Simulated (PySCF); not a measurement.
Sn(H)(OH)3 (H4O3Sn), SMILES [OH][SnH]([OH])[OH]. The structure is a stationary point at PBE0-D3(BJ)/def2-SVP. The def2 effective core potentials stand for the cores of Sn; spin–orbit coupling is left out. The values are those of a single conformer.

Calculation: PySCF 2.14.0 with PBE0-D3(BJ)/def2-SVP.

Harmonic wavenumbers (cm⁻¹): 101, 102, 187, 195, 195, 283, 557, 557, 629, 641, 641, 838, 852, 852, 1996, 3882, 3882, 3883. Rotational constants (GHz): 4.448, 4.448, 2.909; symmetry number 3.

### Question
Work out the zero-point energy and the ideal-gas rigid-rotor harmonic-oscillator thermochemistry at 298.15 K and 1 atm.

### Answer
ZPE = ½ Σ hcν = ½ × 20273 cm⁻¹ = 28.98 kcal/mol. H − E(el) = 34.25 kcal/mol. Entropy in cal/(mol K): translation 41.31, rotation 23.94, vibration 17.74, total 82.99. G − E(el) = 9.50 kcal/mol. Cp = 25.95 cal/(mol K). Modes under 150 cm⁻¹ make the vibrational entropy uncertain.
